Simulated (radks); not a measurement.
Results of a calculation; reference values are marked as such.
Spin polarisation of the 4d5 shell in neutral technetium. Start: [Kr] 4d(up 2.5, down 2.5) 5s2; electrons of 4d are moved from spin down to spin up, other shells keep equal spins. Level of theory: scalar-relativistic Kohn-Sham, PBE, spin-polarised, spherical densities, point nucleus (a radial shooting solver on a logarithmic mesh with Libxc functionals).

moment (Bohr magnetons)  E - E(0) (eV)  e(4d up) (eV)  e(4d down) (eV)  5s down minus up (eV)  4p down minus up (eV)  4s down minus up (eV)
0                                0.000         -6.662           -6.662                  0.000                  0.000                  0.000
1                               -0.163         -6.970           -6.318                  0.255                  0.673                  0.624
2                               -0.653         -7.243           -5.936                  0.511                  1.348                  1.249
3                               -1.471         -7.480           -5.513                  0.771                  2.026                  1.875
4                               -2.620         -7.677           -5.049                  1.034                  2.707                  2.503
5                               -4.098         -7.827           -4.543                  1.298                  3.389                  3.132

At moment 5 the spin-polarisation energy is -4.098 eV and the 4d exchange splitting 3.284 eV, that is 0.657 eV per Bohr magneton; E = -I m^2/4 would give I = 0.656 eV.
